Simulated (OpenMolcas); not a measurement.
**Br⁵⁺: effect of the IPEA shift**

```
Program             : OpenMolcas 26.06
Basis               : ANO-RCC-VTZP [6s5p3d1f]
Scalar Hamiltonian  : DKH2, point nucleus
Active space        : 2 electrons in 8 orbitals (4s 4p 5s 5p)
State averaging     : 2S+1 = 3 even, 3 roots; 2S+1 = 1 even, 7 roots; 2S+1 = 3 odd, 3 roots; 2S+1 = 1 odd, 3 roots
Spin-orbit coupling : state interaction with AMFI integrals over the reference wave functions, term energies averaged over their components
```

Methods on the same reference wave functions:
A. CASSCF
B. MS-CASPT2, IPEA 0 Eh, imaginary shift 0.1 Eh (closed shells correlated: 3d)
C. MS-CASPT2, IPEA 0.25 Eh, imaginary shift 0.1 Eh (closed shells correlated: 3d)

Energies in cm-1 above 4s2 1S0, the measured ground level; measured values from Moore, Atomic Energy Levels, vol. II, NSRDS-NBS 35 (1971 reprint of NBS Circular 467, 1952).

```
         Level       A       B       C  Measured
       4s2 1S0     0.0     0.0     0.0       0.0
   4s 4p 3P* 0  101502  101120  101150    104316
   4s 4p 3P* 1  103488  103080  103110    106431
   4s 4p 3P* 2  107873  107490  107520    111336
   4s 4p 1P* 1  162461  153950  154150    151274
       4p2 3P0  243117  242330  242400    244136
       4p2 3P1  245809  245140  245200    247406
4p2 3P2 [53 %]  249348  246560  246890          
4p2 1D2 [53 %]  263895  252420  252820
```

Deviations, from unrounded energies. A percentage is the sum of absolute deviations over the sum of measured energies, with the sign that they share, or ± where signs differ.

```tsv
Against measurement	Levels	A	B	C
mean absolute deviation (cm-1)	6	3800	2900	2900
other configurations (%)	6	±2.4	±1.8	±1.8
```

B, C lie about equally close to measurement and A furthest from it. The largest miss of C in the table is 4s 4p 3P* 2, by -3800 cm-1. The ranking rests on the paired levels alone, and a cruder setting can come out closer through cancelling errors.

Between B and C the level of the table that moves most is 4p2 1D2 [53 %], by 400 cm-1 (lowest in B, highest in C). Moves below CASPT2's spread within the term are not significant.

The two smallest mean deviations differ by little beside CASPT2's spread within terms, so their order carries little weight.

The lowest spin-free term lies below A's lowest term by 0.036 hartree in B, 0.036 hartree in C.

CASPT2 does not keep the components of a term degenerate, so their means are used; among the terms shown or strongly mixed into the levels shown the widest spread is 140 cm-1 (4p2 1D, C). Over all roots computed the reference weight is 0.92 to 1.00 in B, 0.93 to 1.00 in C; the roots of lowest weight are the least certain, and an intruder state may touch them. Active for correlation alone: 5p 5s; no level in the range computed is led by a configuration that fills them, so any true level of that kind is missing. The ¹D term of p² mixes with s d, which this space lacks. Computed and measured levels are paired by configuration, term and J; levels that our copy of the source lacks, or whose pairing is in doubt (as where it misses far off the trend of its configuration), stay unpaired and out of the deviations. Only configurations of the active space appear. Levels that lie high or do not pair safely by name in every column are left out.

A share in square brackets marks a mixed level and gives the weight of the term that names it, the lowest over the columns. * marks odd parity.
